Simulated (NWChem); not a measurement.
System: C2H4BFO2; SMILES O=CCB(O)F

NWChem input:

```
start job
memory heap 200 mb stack 700 mb global 900 mb
geometry units angstroms
  O     -2.215193     0.596815     0.890092
  C     -1.594843     0.167440    -0.040540
  C     -0.532284    -0.887402     0.039595
  B      0.904320    -0.216853    -0.157734
  O      1.855907    -0.325467     0.753395
  F      1.151305     0.473843    -1.280205
  H     -1.755757     0.554191    -1.065128
  H     -0.588227    -1.395075     1.000632
  H     -0.699459    -1.601056    -0.767721
  H      2.693307     0.108449     0.577888
end
basis spherical
  * library 6-31g*
end
dft
  xc b3lyp
  iterations 150
end
driver
  maxiter 120
end
task dft optimize
task dft freq
```

The level has its own optimisation; frequencies are unscaled. Brackets give each atom's bonded neighbours.

**Question.** What results follow from this input? (B3LYP/6-31G* (spherical d).) Quantities: r C–O (Å); r C–C (Å); r C–H [C(CHO)–H(C)] (Å); r B–C (Å); highest harmonic frequency (cm⁻¹); lowest (cm⁻¹); zero-point energy (kcal/mol); dipole (D).

**Answer.** 
```yaml
r C–O (Å): 1.211
r C–C (Å): 1.512
r C–H [C(CHO)–H(C)] (Å): 1.113
r B–C (Å): 1.580
highest harmonic frequency (cm⁻¹): 3750
lowest (cm⁻¹): 38
zero-point energy (kcal/mol): 43.1
dipole (D): 3.28
```
